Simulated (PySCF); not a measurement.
# Trend along the second period: MF cations

CCSD(T) with triple-zeta basis sets in PySCF, for the lowest determinant that a PBE0 search found; no spin–orbit coupling. De refers to high-spin ground-configuration atoms (the charge goes to the atom of lower measured ionisation energy or higher electron affinity, which is not always the lowest computed limit).

```csv
M,basis,"reference, frozen orbitals",charged atom,state (unpaired electrons),Re (Å),ωe (cm⁻¹),De (eV)
Li,pcseg-2,"UHF, 1",Li+,doublet (π ↑),2.034,297,0.26
Be,cc-pVTZ,"RHF, 1",Be+,singlet (closed shell),1.321,1453,6.06
B,cc-pVTZ,"UHF, 2",B+,doublet (σ ↑),1.218,1691,4.90
C,def2-TZVPPD,"RHF, 2",C+,singlet (closed shell),1.162,1774,7.70
F,def2-TZVPPD,"UHF, 2",F+,doublet (π ↑),1.313,1114,3.14
```

Question: By what factor does the harmonic wavenumber vary along the series?

Answer: At CCSD(T) it runs from 297 cm⁻¹ (LiF⁺) to 1774 cm⁻¹ (CF⁺), a factor of 5.97.

The rows differ in basis set, which adds steps of its own.

The state changes along the series, so neighbouring rows are not always alike in their bonding.

Correlated steps freeze the inner cores (1 to 2 orbitals); shallow outer-core shells are correlated. Weak bonds: LiF⁺. Basis-set superposition, not corrected here, can be much of De in a small basis, most of all at correlated wavefunction levels. For an ion De counts to the pair picked by the measured ionisation energies or electron affinities, which need not be the lowest pair at this level. Where the molecule has an RHF reference, its open-shell atoms are computed with UHF. The CCSD T1 diagnostic is raised in CF⁺, a sign that a single reference may not be enough there. States were picked by a PBE0 search and need not be the measured ground states.
